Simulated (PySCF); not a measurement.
The dipole of `C#CC(CF)C#C` from its density and from atomic charges.

Coordinates (GFN2-xTB, Å) and charges (e) from the PBE0/pcSseg-1 density (PySCF):

```tsv
atom	x	y	z	Mulliken	IAO	Hirshfeld	ESP-fitted
C1	0.050	2.467	0.537	-0.3551	-0.2253	-0.1052	-0.4170
C2	-0.033	1.352	0.115	+0.3065	-0.0227	-0.0387	-0.0099
C3	-0.134	-0.021	-0.361	-0.3229	-0.1490	-0.0015	+0.1627
C4	1.142	-0.695	-0.168	+0.2785	-0.0269	-0.0335	-0.0663
C5	2.195	-1.235	0.009	-0.3515	-0.2252	-0.1039	-0.4046
C6	-1.241	-0.784	0.384	+0.2541	+0.0601	+0.0361	-0.0074
F7	-2.476	-0.315	0.019	-0.3286	-0.3196	-0.1153	-0.2227
H8	0.120	3.452	0.890	+0.0458	+0.2046	+0.0958	+0.3099
H9	-0.377	-0.010	-1.433	+0.1872	+0.1959	+0.0705	+0.1187
H10	3.120	-1.709	0.150	+0.0474	+0.2058	+0.0966	+0.3132
H11	-1.215	-1.850	0.129	+0.1204	+0.1486	+0.0494	+0.0988
H12	-1.150	-0.653	1.468	+0.1182	+0.1536	+0.0494	+0.1247
```

Task: Form Σ q r in debye for every column and set it beside the full dipole.

Result: The full density gives (1.28, -0.73, 0.34) D, 1.51 D in size; dipole vectors point from the negative to the positive end.

```
    scheme     μx     μy     μz  size (D)  share of the full size (%)  angle to the full dipole (°)
  Mulliken  -0.67  -2.57  -0.14      2.66                         176                            76
       IAO   2.10  -1.23   0.61      2.51                         166                             1
 Hirshfeld   0.67  -0.53   0.16      0.87                          58                             9
ESP-fitted   1.25  -0.74   0.31      1.49                          99                             1
```

Task: Which set comes closest?

Result: Length of the difference vector: ESP-fitted 0.04 D, Hirshfeld 0.66 D, IAO 1.00 D, Mulliken 2.72 D. Closest: ESP-fitted. ESP charges are fitted to the potential around the molecule, whose slowest-falling term is the dipole's. The schemes that divide the density aren't constrained to reproduce the dipole.

Task: What is left for the Hirshfeld atoms' own dipoles?

Result: The shares of the density sum to the whole, so what Σ q r misses lies in dipoles about the nuclei. The atomic dipoles sum to (1.28, -0.73, 0.34) − (0.67, -0.53, 0.16) = (0.61, -0.20, 0.18) D, 0.66 D in size.

Task: With the origin at the mean of the coordinates, (0.000, 0.000, 0.145) Å, which are the largest single terms, by size, of the Mulliken dipole along the direction of the full one?

Result: C5 -4.09, F7 +3.11, C1 +1.82, C4 +1.65, C2 -1.02 D; all 12 atoms together +0.65 D. The single terms depend on the origin, their sum doesn't.

Task: Give the size of the full dipole in other units.

Result: 1.51 D = 0.594 au = 0.314 e·Å = 5.03 × 10⁻³⁰ C·m.

Isolated species at its GFN2-xTB geometry (one conformer only).

The values belong to the conformer `[CH:1]#[C:2][CH:3]([C:4]#[CH:5])[CH2:6][F:7]`: C2–C3–C6–F7 70°.
